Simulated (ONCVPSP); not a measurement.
## An all-electron radial function and its pseudo partner (barium (Ba))

Columns: radius, all-electron u(r) and pseudo u(r) of the 5p shell (level -20.05 eV) of barium in the configuration [Kr] 4d10 5s2 5p6 6s1.75; Wu-Cohen, scalar-relativistic, ONCV scheme, ONCVPSP 4.0.1.

```tsv
r (bohr)	all-electron	pseudo
0.160	0.2053	0.0201
0.320	0.0448	0.0780
0.480	-0.3750	0.1672
0.640	-0.3819	0.2777
0.800	-0.1175	0.3977
0.960	0.2067	0.5153
1.120	0.4817	0.6195
1.280	0.6741	0.7021
1.440	0.7863	0.7577
1.600	0.8328	0.7848
1.760	0.8310	0.7846
1.920	0.7965	0.7606
2.080	0.7418	0.7180
2.240	0.6763	0.6625
2.400	0.6067	0.5997
2.560	0.5373	0.5344
2.720	0.4711	0.4701
2.880	0.4098	0.4096
3.040	0.3542	0.3542
3.200	0.3047	0.3047
3.360	0.2612	0.2612
3.520	0.2232	0.2232
3.680	0.1903	0.1903
3.840	0.1620	0.1620
4.000	0.1376	0.1376
4.160	0.1167	0.1167
```

**Question.** How many radial nodes do the two functions have?

**Answer.** The all-electron 5p function has n − l − 1 = 3 (the table is too coarse to show those close to the nucleus); the pseudo-wave has 0, since the states of the same l below it are removed with the core.

**Question.** At about which radius was the pseudo-wave matched?

**Answer.** 3.20 bohr. The columns agree to 0.0005 from 2.88 bohr on; several derivatives are matched, so the curves merge somewhat inside the radius.

**Question.** Is the pseudo-wave norm-conserving?

**Answer.** Yes: the ONCV scheme keeps the norm inside the radius equal to the all-electron one, which fixes the energy derivative of the logarithmic derivative at the level.
